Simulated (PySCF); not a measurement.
# Orbital picture of GaS

PBE at R = 2.085 Å; basis Ga 6-31G(d,p), S 6-31G(d,p); no relativity; PySCF 2.14. State: ²Σ⁺ (doublet), unpaired electrons σ ↑. Only the outer orbitals are listed, counted within each symmetry.

```json
{"spin": "α", "orbital": "10σ", "occ.": "1", "ε (eV)": "-16.67", "on Ga (%)": "21", "main shells (%)": "79 S s, 10 Ga s"}
{"spin": "α", "orbital": "11σ", "occ.": "1", "ε (eV)": "-10.04", "on Ga (%)": "64", "main shells (%)": "63 Ga s, 26 S p, 10 S s"}
{"spin": "α", "orbital": "12σ", "occ.": "1", "ε (eV)": "-6.54", "on Ga (%)": "59", "main shells (%)": "40 S p, 36 Ga p, 23 Ga s"}
{"spin": "α", "orbital": "5π", "occ.": "1", "ε (eV)": "-6.24", "on Ga (%)": "18", "main shells (%)": "82 S p, 16 Ga p"}
{"spin": "α", "orbital": "5π", "occ.": "1", "ε (eV)": "-6.24", "on Ga (%)": "18", "main shells (%)": "82 S p, 16 Ga p"}
{"spin": "α", "orbital": "6π", "occ.": "0", "ε (eV)": "-2.42", "on Ga (%)": "85", "main shells (%)": "84 Ga p, 14 S p"}
{"spin": "α", "orbital": "6π", "occ.": "0", "ε (eV)": "-2.42", "on Ga (%)": "85", "main shells (%)": "84 Ga p, 14 S p"}
{"spin": "α", "orbital": "13σ", "occ.": "0", "ε (eV)": "0.14", "on Ga (%)": "108", "main shells (%)": "94 Ga p, 9 Ga s"}
{"spin": "β", "orbital": "10σ", "occ.": "1", "ε (eV)": "-16.25", "on Ga (%)": "20", "main shells (%)": "80 S s, 10 Ga s"}
{"spin": "β", "orbital": "11σ", "occ.": "1", "ε (eV)": "-9.44", "on Ga (%)": "64", "main shells (%)": "64 Ga s, 25 S p, 10 S s"}
{"spin": "β", "orbital": "5π", "occ.": "1", "ε (eV)": "-6.08", "on Ga (%)": "17", "main shells (%)": "83 S p, 16 Ga p"}
{"spin": "β", "orbital": "5π", "occ.": "1", "ε (eV)": "-6.08", "on Ga (%)": "17", "main shells (%)": "83 S p, 16 Ga p"}
{"spin": "β", "orbital": "12σ", "occ.": "0", "ε (eV)": "-5.45", "on Ga (%)": "60", "main shells (%)": "39 S p, 32 Ga p, 27 Ga s"}
{"spin": "β", "orbital": "6π", "occ.": "0", "ε (eV)": "-2.01", "on Ga (%)": "86", "main shells (%)": "86 Ga p, 14 S p"}
{"spin": "β", "orbital": "6π", "occ.": "0", "ε (eV)": "-2.01", "on Ga (%)": "86", "main shells (%)": "86 Ga p, 14 S p"}
```

Which are the highest filled and the lowest empty level, where do they sit, and how wide is the gap?

Highest filled β 5π at -6.08 eV (in %: 83 S p, 16 Ga p); lowest empty β 12σ at -5.45 eV (in %: 39 S p, 32 Ga p, 27 Ga s); the gap at PBE is 0.63 eV.

| Item | Value |
| --- | --- |
| bond order (Mayer) | 2.03 |
| ⟨S²⟩ | 0.753 |
| charge on Ga (Mulliken, basis-dependent) | 0.09 |
| charge on Ga (Löwdin, basis-dependent) | 0.09 |
| dipole moment (positive dipole means Ga(−)S(+)) | -2.86 D |
| polarisability along the bond | 70.3 bohr³ |
| polarisability across the bond | 38.6 bohr³ |

Shares are Mulliken populations and can fall outside 0 to 100 %.

Spin–orbit coupling is left out. The state is the lowest determinant that a PBE0 search found; another state may lie lower at other levels.
